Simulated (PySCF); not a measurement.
Below is a simulated gas-phase C 1s photoelectron spectrum of bromobenzene, `BrC1=CC=CC=C1`.

Every computed line was given a Gaussian of 0.6 eV full width at half maximum and an area set by the number of equivalent atoms; the highest printed point is 100. Method used: delta-SCF UKS SCAN, pcX-2 on the ionised atom, pcseg-1 elsewhere, spin-free X2C in PySCF.

(binding energy (eV), intensity): (289.6, 0), (289.7, 1), (289.8, 2), (289.9, 6), (290.0, 14), (290.1, 28), (290.2, 48), (290.3, 71), (290.4, 91), (290.5, 100), (290.6, 95), (290.7, 78), (290.8, 56), (290.9, 35), (291.0, 21), (291.1, 14), (291.2, 13), (291.3, 16), (291.4, 19), (291.5, 21), (291.6, 19), (291.7, 15), (291.8, 10), (291.9, 6), (292.0, 3), (292.1, 1), (292.2, 0), (292.3, 0), (292.4, 0)

How many maxima does the curve show, and how many computed lines lie under it?

The curve has 2 maxima (at 290.5 and 291.5 eV). Under it lie 4 lines from 4 inequivalent carbon sites. At this width some lines have no maximum of their own.

Decompose the envelope and assign each component. Numbering: `[Br:1][c:2]1[cH:3][cH:4][cH:5][cH:6][cH:7]1`.

```tsv
position (eV)	relative area	line	atoms	environment
290.41	1	C 1s	C5	aromatic CH carbon
290.52	2	C 1s	C3/C7	aromatic CH carbon
290.56	2	C 1s	C4/C6	aromatic CH carbon
291.50	1	C 1s	C2	aromatic C–Br carbon
```

What are the centre and the root-mean-square width of the whole band?

The area-weighted mean of the lines is 290.68 eV. Their own spread about it is 0.37 eV (rms) and each Gaussian has σ = 0.6/2.355 = 0.25 eV; the variances add, which gives 0.45 eV.

The listed C 1s values span 1.09 eV, from C5 (bonded to 2 C (aromatic in the SMILES) and H) to C2 (bonded to Br and 2 C (aromatic in the SMILES)). Summing the Pauling electronegativity differences to the bonded atoms, each weighted by its formal bond order, gives -0.35 for the lowest site and +0.41 for the highest; no listed site has a larger sum than the highest. The values 290.52 and 290.56 eV lie too close for their order to be trusted.

The curve has no shake-up lines and no vibrational structure. Atoms equivalent by their bonding share one computed value, that of the first of them. The unrestricted hole states depart most from a pure doublet (⟨S²⟩ = 0.75; over 0.85 named) for C 1s of C2 (0.86), which makes this value less certain. Geometry: PBE0-D3(BJ)/def2-SVP; no solvent, vibrations or thermal averaging.
